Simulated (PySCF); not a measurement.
# Electron correlation in Sb⁺ (antimony, charge +1)

[Kr] 4d10 5s2 5p2, high-spin 3P determinant. All numbers are calculated (PySCF 2.14, scalar relativity through the core potential, in def2-TZVP with the def2 core potential (28 electrons)). Frozen: 4s2 4p6 4d10; 4 electrons correlated.

MP2 pair energies summed by pair of shells (mhartree):

```csv
pair,energy,share (%)
5s-5p,-27.99,61.4
5s-5s,-13.20,29.0
5p-5p,-4.37,9.6
```

Total MP2 correlation energy: -45.56 mhartree.

Same-spin part -7.54 and opposite-spin part -38.02 mhartree; SCS-MP2 scales them by 1/3 and 6/5 to -48.14 mhartree.

| level | correlation energy (mhartree) |
| --- | --- |
| CCSD | -58.76 |
| (T) | -1.38 |
| CCSD(T) | -60.14 |

Diagnostics: T1 = 0.0074, D1 = 0.0200, largest double amplitude 0.091.

Cost of the coupled-cluster step: 0.68 s of wall time on 1 thread of Intel(R) Xeon(R) Platinum 8559C (shared host), for 4 correlated electrons.
